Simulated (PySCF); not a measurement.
# C₆ coefficients of unlike pairs at PBE0

Calculated with PySCF 2.14 from the dipole response of each species, C₆(A,B) = (3/π) ∫ α_A(iu) α_B(iu) du, in atomic units, from isotropic polarisabilities. For ions this is the dispersion term alone; charge-induced terms of lower order in 1/R come first.

```tsv
species	configuration	basis	relativity	α (bohr³)	C₆ (like pair)
Mn+	[Ar] 3d5 4s1 (7S)	aug-cc-pVTZ with one added diffuse shell each of s, p, d, f, g type (9s8p6d4f3g)	none	30.86	162.4
Cs	[Xe] 6s1 (2S)	aug-cc-pwCVTZ-X2C (11s10p8d4f)	spin-free X2C	523.8	10020
V	[Ar] 3d3 4s2 (4F)	x2c-QZVPPall with one added diffuse shell each of s, p, d, f, g type (12s8p6d4f3g)	spin-free X2C	95.71	1045
S+	[Ne] 3s2 3p3 (4S)	aug-cc-pCVTZ-DK with one added diffuse shell each of s, p, d, f type (9s8p6d4f)	spin-free X2C	10.86	53.42
```

(1) Estimate C₆ for V with Mn+.

No spin-orbit coupling is included.

The other pairs:

```tsv
pair	C₆
S+, Cs	436.0
S+, V	198.1
V, Cs	2841
Cs, Mn+	1017
S+, Mn+	86.39
```

Answers

(1) The integral gives 403.3. The combination rule 2 C_A C_B / (C_A α_B/α_A + C_B α_A/α_B) gives 403.7 and the geometric mean 411.9.
